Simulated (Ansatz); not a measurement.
Input for Ansatz (a quantum-chemistry and plane-wave program): R-CCSD(T)/cc-pVDZ on C8H8 (SMILES C=Cc1ccccc1), a point of a torsion scan.

Ansatz 0.2 input:
```yaml
crystal:
  periodic: [false, false, false]
  atoms:
    - {symbol: C, position_ang: [-2.68164643, -0.77315221, -0.44507040]}
    - {symbol: C, position_ang: [-1.88223637, 0.26565468, -0.24401222]}
    - {symbol: C, position_ang: [-0.43730662, 0.19092616, -0.04190992]}
    - {symbol: C, position_ang: [0.33725897, -0.81919333, -0.61052254]}
    - {symbol: C, position_ang: [1.70284899, -0.86083451, -0.40317433]}
    - {symbol: C, position_ang: [2.32138243, 0.10602196, 0.37239785]}
    - {symbol: C, position_ang: [1.56548805, 1.12274267, 0.93212209]}
    - {symbol: C, position_ang: [0.20111787, 1.17024024, 0.71861093]}
    - {symbol: H, position_ang: [-3.74436149, -0.65346383, -0.56964827]}
    - {symbol: H, position_ang: [-2.30904311, -1.78283301, -0.48982579]}
    - {symbol: H, position_ang: [-2.30663914, 1.25930917, -0.16517620]}
    - {symbol: H, position_ang: [-0.13451370, -1.56758788, -1.22968431]}
    - {symbol: H, position_ang: [2.29048022, -1.64837451, -0.85271402]}
    - {symbol: H, position_ang: [3.38882170, 0.07142632, 0.53361513]}
    - {symbol: H, position_ang: [2.04320026, 1.88394174, 1.53198379]}
    - {symbol: H, position_ang: [-0.38499361, 1.96681243, 1.15549520]}
basis:
  gaussian:
    orbitals: cc-pVDZ
magnetization: {spin_polarized: false}
correlation: {method: ccsd_t, electrons: outside_noble_gas}
scf: {lower_state_search: off}
```

Question: Predict the final total energy.

Answer: -308.7556 hartree (reference determinant -307.6102, T1 diagnostic 0.010).

Question: How many basis functions does it have, and what does it roughly cost on one machine?

Answer: 152 functions; very roughly 90 core-seconds.
